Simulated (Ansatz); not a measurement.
`P[SiH]1CS1` + `[F][AlH][F]` → `[F][AlH][PH2]` + `F[SiH]1CS1` at 298.15 K and 1 bar (redistribution).

Gas-phase electronic energies from Ansatz, PBE0-D4/def2-TZVP geometries. CCSD(T)/CBS adds triple-zeta CCSD(T) − MP2 to the extrapolated MP2 energy (def2 sets, frozen cores). This one scheme is used for every species. Each species was taken in one conformer, which may not be the lowest.

```json
{"species": "`P[SiH]1CS1`", "CCSD(T)/CBS energy (Eh)": "-1068.85395", "H − E (kJ/mol)": "163.4", "S (J/(mol·K))": "331.3"}
{"species": "`[F][AlH][F]`", "CCSD(T)/CBS energy (Eh)": "-442.35155", "H − E (kJ/mol)": "43.3", "S (J/(mol·K))": "264.7"}
{"species": "`[F][AlH][PH2]`", "CCSD(T)/CBS energy (Eh)": "-684.62569", "H − E (kJ/mol)": "85.9", "S (J/(mol·K))": "305.8"}
{"species": "`F[SiH]1CS1`", "CCSD(T)/CBS energy (Eh)": "-826.56648", "H − E (kJ/mol)": "120.0", "S (J/(mol·K))": "298.1"}
```

H − E and S are ideal-gas, rigid-rotor, harmonic terms from PBE0-D4/def2-TZVP, for one conformer and one mirror image of each species. 1 Eh = 2625.50 kJ/mol, R = 8.31446 J/(mol·K).

Q: By hand: ΔE, ΔH, ΔS and ΔG.

A: ΔE = (-684.62569) + (-826.56648) − (-1068.85395) − (-442.35155) = 0.01333 Eh = 35.0 kJ/mol. Δ(H − E) = 85.9 + 120.0 − 163.4 − 43.3 = -0.8, so ΔH = 34.2 kJ/mol. ΔS = 305.8 + 298.1 − 331.3 − 264.7 = 7.9 J/(mol·K). ΔG = 34.2 − 298.15 × (7.9)/1000 = 31.8 kJ/mol.

Q: By hand: the equilibrium constant, and the temperature at which ΔG would vanish if ΔH and ΔS stayed fixed.

A: log₁₀ K = −ΔG/(RT ln 10) = -5.6. ΔG = 0 at ΔH/ΔS = 4329 K, far beyond where these terms or the molecules hold.

The number of gas molecules stays the same, so ΔS is small and ΔH decides. A doubt of 5 kJ/mol in ΔE shifts log₁₀ K by 0.9 here. Other conformers and mirror images would add mixing entropy, several J/(mol·K) or more a flexible species. These are equilibria of isolated gas molecules and say nothing of rates. Largest T1 diagnostic: 0.014 (customary marks: 0.02 for closed shells, 0.045 for open ones).
